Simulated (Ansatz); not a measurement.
Reaction (cleavage of the Si–B bond): `OB(O)[SiH3]` + `CSS` → `CSS[SiH3]` + `OBO`

Isolated molecules relaxed with PBE0-D4/def2-TZVP in Ansatz; ΔE leaves out vibrations. CBS: MP2 limit from def2 TZ/QZ plus the TZ coupled-cluster correction, frozen cores. This one scheme is used for every species. Functionals use def2-TZVPP. B3LYP here is the variant with VWN-RPA as its local correlation; programs differ in this. Each species was taken in one conformer, which may not be the lowest.

```csv
level,ΔE (kJ/mol),difference from CCSD(T)/CBS
PBE-D4,-86.3,9.5
r2SCAN-D4,-93.2,2.6
PBE0-D4,-90.6,5.2
B3LYP-D4,-92.4,3.4
ωB97X-V,-90.1,5.7
B2PLYP,-92.9,2.9
PBE,-82.5,13.3
PBE0,-87.3,8.5
B3LYP,-86.2,9.6
HF/def2-TZVPP,-95.7,0.1
SCS-MP2/def2-TZVPP,-99.5,-3.7
CCSD/def2-TZVPP,-90.9,4.9
SCS-MP2/def2-QZVPP,-101.8,-6.0
HF/CBS(def2),-95.8,0.0
MP2/CBS(def2),-107.2,-11.4
CCSD/CBS(def2),-94.8,1.0
CCSD(T)/CBS,-95.8,0
```

Largest T1 diagnostic among the species: 0.014.

The D4 term adds −6.2 kJ/mol with B3LYP and −3.3 kJ/mol with PBE0; it sums over pairs of atoms, weighted by their polarisabilities, and B3LYP, whose exchange is more repulsive, gets the larger term. From PBE to PBE0 (25 % exact exchange), in def2-TZVPP and without D4, ΔE moves by −4.8 kJ/mol.
